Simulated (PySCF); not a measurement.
Computed IR spectrum (relative IR intensity) of a molecule C3H8N, multiplicity 2. The structure is a stationary point at PBE-D3(BJ)/def2-SVP. One conformer was computed; it need not be the lowest. Computed with PBE-D3(BJ)/def2-SVP (PySCF). No scaling factor is applied to the harmonic values.

Lines under 2 % of the strongest are left out, and lines within 2 cm⁻¹ are merged.

ν (cm⁻¹): 280 (w), 346 (w), 598 (m), 851 (w), 1045 (vw), 1069 (w), 1096 (w), 1117 (w), 1302 (m), 1347 (w), 1396 (w), 1408 (m), 1417 (w), 1420 (w), 1483 (m), 2871 (s), 2881 (vs), 3002 (m), 3004 (w), 3060 (m), 3069 (w), 3192 (w) (against the strongest line: vs over 80 %, s over 45 %, m over 15 %, w over 4 %, vw less)

Question: Which molecule gave these data?
(A) C[C](C)N
(B) CC[N]C
(C) [CH2]CNC
(D) [CH2]N(C)C

Answer: D, [CH2]N(C)C
